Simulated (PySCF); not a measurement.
Species: CH10O2Si4.
Z-matrix (Å and degrees, PBE0-D3(BJ)/def2-SVP geometry), rows numbered from 1:
```
O 
C   1  1.2037
O   2  1.3191  1  125.85
Si  3  1.7344  2  124.98  1    -0.59
Si  4  2.3419  3  111.90  2   -17.05
Si  5  2.3463  4  111.90  3    66.07
Si  6  2.3497  5  111.37  4    13.10
H   2  1.1097  1  123.12  3  -179.83
H   4  1.4899  3  103.24  2  -139.79
H   4  1.4915  3  105.90  2   105.89
H   5  1.4955  4  108.32  3   -57.46
H   5  1.5015  4  105.43  3  -172.63
H   6  1.4922  5  109.43  4  -109.53
H   6  1.4998  5  109.09  4   132.38
H   7  1.4967  6  109.83  5    92.87
H   7  1.4955  6  111.53  5   -26.34
H   7  1.4951  6  110.82  5  -147.22
```

The closed-shell ground state was solved at several levels (PySCF, density fitting, gas phase, non-relativistic).

```tsv
level	basis functions	total energy (Eh)	HOMO (eV)	LUMO (eV)	gap (eV)	dipole (D)
wB97X-D/pcSseg-1	197	-1352.4399	-9.79	1.16	10.95	1.50
B3LYP/def2-SVPD	242	-1352.1668	-7.73	-0.95	6.78	1.43
```

Q: Estimate the row for PBE0/pcSseg-1, a basis of 197 functions; the other rows only guide the guess.

A: Total energy -1351.8166 Eh, HOMO -8.03 eV, LUMO -0.59 eV, gap 7.44 eV, dipole 1.46 D.

Q: Over all these levels, which gives the widest orbital gap and which the narrowest?

A: wB97X-D/pcSseg-1 (range-separated hybrid) has the widest, 10.95 eV, and B3LYP/def2-SVPD (global hybrid, 20 % exact exchange) the narrowest, 6.78 eV. Functional and basis both differ between the two, so the spread mixes both effects.

Q: How far do the dipole and the HOMO energy spread over the levels?

A: The dipole runs from 1.43 to 1.50 D (mean 1.46 D) and the HOMO from -9.79 to -7.73 eV.

One conformer stands for the species.

Note: wB97X-D ran without an empirical dispersion term, which enters the total energy and its gradient alone.
